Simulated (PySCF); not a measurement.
Structure from 2D NMR

Compound of formula C₅H₁₀OSi₃. Correlations simulated from computed shifts and the bond graph:

HSQC (one-bond C–H):
```tsv
δH	δC
2.31	106.0
2.03	105.7
0.33	-3.6
```

COSY cross peaks (H two or three bonds apart, from the bond graph; peaks can be absent where the dihedral angle is near 90°):
```tsv
δH	δH
5.53	4.67
4.67	0.33
```

HMBC (two and three bonds, from the bond graph):
```tsv
δH	δC
5.53	106.0, 89.4, 88.0, -3.6
4.67	105.7, 89.4, 88.0, -3.6
2.31	89.4
2.03	88.0
0.33	88.0
```

Carbons without hydrogens: δ 89.4, 88.0.

Computed data (PySCF 2.14.0 with density-fitted response routines): coordinates at the GFN2-xTB level, NMR shieldings at PBE0/pcSseg-1/GIAO. A single conformation, no relativistic terms, no solvent, rapidly exchanging positions averaged.

Shifts are taken against calculated references (same method and geometry level): 1H, 13C against TMS.

Exchangeable hydrogens are left out of these lists.

Assemble the structure.

## Answers

SMILES C(#C)[Si@@H](C)[Si@@H](C#C)O[SiH3].

Atoms are numbered as in `[CH:1]#[C:2][Si@@H:3]([CH3:4])[Si@@H:5]([C:6]#[CH:7])[O:8][SiH3:9]`. Each H is labelled by its parent atom.

- δC 106.0 is C7, a terminal alkyne carbon (δH 2.31).
- δC 105.7 is C1, a terminal alkyne carbon (δH 2.03).
- δC 89.4 is C6, an alkyne carbon.
- δC 88.0 is C2, an alkyne carbon.
- δC -3.6 is C4, a methyl carbon bonded to Si (δH 0.33).
- HMBC from δH 5.53 reaches the proton-free carbons C6, C2.
- HMBC from δH 4.67 reaches the proton-free carbons C6, C2.
- HMBC from δH 2.31 reaches the proton-free carbon C6.
- HMBC from δH 2.03 reaches the proton-free carbon C2.
- COSY links 5.53–4.67, 4.67–0.33.

The shifts were computed for this structure.

Shifts are as computed. Against solution values, carbons near 30 ppm lie about +3 ppm off and those near 130 ppm about +5 ppm. Of 1211 compounds with measured shifts, 218 miss one by over three times the rms of a fit or turn the order of signals round; such compounds aren't used in these exercises.
